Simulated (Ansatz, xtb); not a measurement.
Ranking isomers of C4H6BrF3

4 gas-phase structures of C4H6BrF3, from a drawn sample of its isomers (lower ones may exist). Each was relaxed with GFN2-xTB; where two conformers were screened, the lower at r2SCAN-D4/def2-SVP is listed:

A. `FC(F)(F)CCCBr`, a singlet
B. `CC(C)(Br)C(F)(F)F`, a singlet
C. `C[C@](F)(Br)CC(F)F`, a singlet
D. `CC(F)(F)[C@H](F)CBr`, a singlet

Estimate their order in r2SCAN-D4/def2-SVP energy at these geometries, lowest first.

Calculated order at r2SCAN-D4/def2-SVP: B (0.000), A (0.059), C (0.579), D (0.595) eV. Less than 1 kcal/mol parts C and D, so the order within that pair means little.

Energies above the lowest of each column, in eV; the last columns are at PBE0-D3(BJ)/def2-SVP geometries (a dash: not run or not comparable):

```json
{"structure": "B", "GFN2-xTB": "0.024", "HF/STO-3G": "0.074", "r2SCAN-D4/def2-SVP": "0.000", "PBE0-D3(BJ)/def2-SVP": "0.012", "CCSD(T)/def2-SVP + ΔMP2/def2-TZVPP": "0.000"}
{"structure": "A", "GFN2-xTB": "0.000", "HF/STO-3G": "0.000", "r2SCAN-D4/def2-SVP": "0.059", "PBE0-D3(BJ)/def2-SVP": "0.000", "CCSD(T)/def2-SVP + ΔMP2/def2-TZVPP": "0.010"}
{"structure": "C", "GFN2-xTB": "0.261", "HF/STO-3G": "0.569", "r2SCAN-D4/def2-SVP": "0.579", "PBE0-D3(BJ)/def2-SVP": "0.554", "CCSD(T)/def2-SVP + ΔMP2/def2-TZVPP": "0.478"}
{"structure": "D", "GFN2-xTB": "0.332", "HF/STO-3G": "0.537", "r2SCAN-D4/def2-SVP": "0.595", "PBE0-D3(BJ)/def2-SVP": "0.570", "CCSD(T)/def2-SVP + ΔMP2/def2-TZVPP": "–"}
```

CCSD(T)/def2-SVP + ΔMP2/def2-TZVPP has A and B within 1 kcal/mol of each other at the bottom, and every level picks one of them. Flexible structures stand in one conformer each, not always the lowest. Frequencies (GFN2-xTB) were run for A, B, C alone. The ΔMP2 step shifts differences by up to 0.146 eV, which makes them less sure. ΔMP2 is the change of the MP2 energy from the smaller to the larger basis.

Over these structures GFN2-xTB departs from r2SCAN-D4/def2-SVP by 0.136 eV on average once a common shift is removed. A GFN2-xTB relaxation took about 0.062 s and the r2SCAN-D4/def2-SVP energy about 2 s on a shared host (Ansatz 0.2.0, xtb 6.7.1).
